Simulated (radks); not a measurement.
The numbers below are computed, except where a source is named.
The nuclear charge of the thallium ion Tl+ is varied continuously with 80 electrons held in [Hg]. Code: a radial shooting solver on a logarithmic mesh with Libxc functionals. Model: scalar-relativistic Kohn-Sham, r2SCAN, spin-unpolarised, spherical densities, finite nucleus; meta-GGA in the generalised Kohn-Sham scheme; Fermi nuclear charge, rms radius 5.4759 fm. By the Hellmann-Feynman theorem dE/dZ = E(electron-nucleus)/Z, the electronic potential at the nucleus (averaged over a nucleus of fixed radius). The scalar-relativistic energy here is not variational (the density holds large components alone), so the two differ by a part that grows with Z.

Z	E (hartree)	E(electron-nucleus)/Z (hartree)	HOMO	e(HOMO) (eV)	<r> HOMO (bohr)
80.5	-19930.0109	-616.853	6s	-11.567	2.506
81	-20242.8632	-622.859	6s	-16.537	2.372
81.5	-20558.7945	-628.884	6s	-21.907	2.260
82	-20877.8165	-634.930	6s	-27.648	2.164

The central difference of E at Z = 81 is -628.784 hartree, to compare with the third column; the second derivative is -12.3 hartree.
